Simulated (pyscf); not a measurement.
`[PH]=[GaH]` → `[PH2][Ga]` [singlet], a hydrogen shift (singlet surface; Ga–H broken, H–P formed). Single points on ωB97X-D3(BJ)/def2-SVP structures (PySCF, gas phase). MP2 and CC: frozen core, UHF for open shells. ΔMP2 is the change of the MP2 total energy from the triple- to the quadruple-zeta basis. Energies in kcal/mol from the reactant's lowest minimum found.

Small-basis levels: PySCF, no dispersion term, spherical d functions. AM1 to PM7: differences of heats of formation from MOPAC. GFN2-xTB: tblite. 

```json
[
 {"level": "HF/STO-3G", "barrier": "59.3", "reaction energy": "+22.7"},
 {"level": "HF/6-31G*+LANL2DZ", "barrier": "43.4", "reaction energy": "-23.0"},
 {"level": "SVWN5/6-31G*+LANL2DZ", "barrier": "30.0", "reaction energy": "-15.5"},
 {"level": "PBE/6-31G*+LANL2DZ", "barrier": "30.3", "reaction energy": "-15.3"},
 {"level": "B3LYP/3-21G", "barrier": "31.7", "reaction energy": "-12.9"},
 {"level": "M06-2X/6-31G*+LANL2DZ", "barrier": "37.7", "reaction energy": "-17.3"},
 {"level": "PBE/def2-SVP", "barrier": "31.0", "reaction energy": "-14.1"},
 {"level": "B3LYP/def2-SVP", "barrier": "32.6", "reaction energy": "-17.4"},
 {"level": "GFN2-xTB", "barrier": "27.9", "reaction energy": "-21.5"},
 {"level": "PM3", "barrier": "34.2", "reaction energy": "-37.0"},
 {"level": "PM6", "barrier": "84.0", "reaction energy": "+70.5"},
 {"level": "PM7", "barrier": "41.9", "reaction energy": "-38.4"},
 {"level": "CCSD(T)/def2-TZVPP + ΔMP2(QZVPP)", "barrier": "32.6", "reaction energy": "-14.1"}
]
```

Against the last row the barrier runs from -4.6 (GFN2-xTB) to +51.4 kcal/mol (PM6). CCSD(T)/def2-TZVPP + ΔMP2(QZVPP) has limits of its own. This is the saddle that the search found; another between the same sides may lie lower. A restricted solution here is unstable towards spin polarisation, so biradical character is likely and single-reference numbers are less safe. The CCSD(T) − MP2 part came from Ansatz, without density fitting, on the same reference. The largest closed-shell T1 diagnostic is 0.031, which may signal static correlation. The frozen core leaves the outer d or s,p core shells of the metals and heavy elements correlated in the MP2 and CC values, and def2-TZVPP describes them poorly, which can shift differences by a few kcal/mol. In the def2 sets elements up to Kr have no core potential.
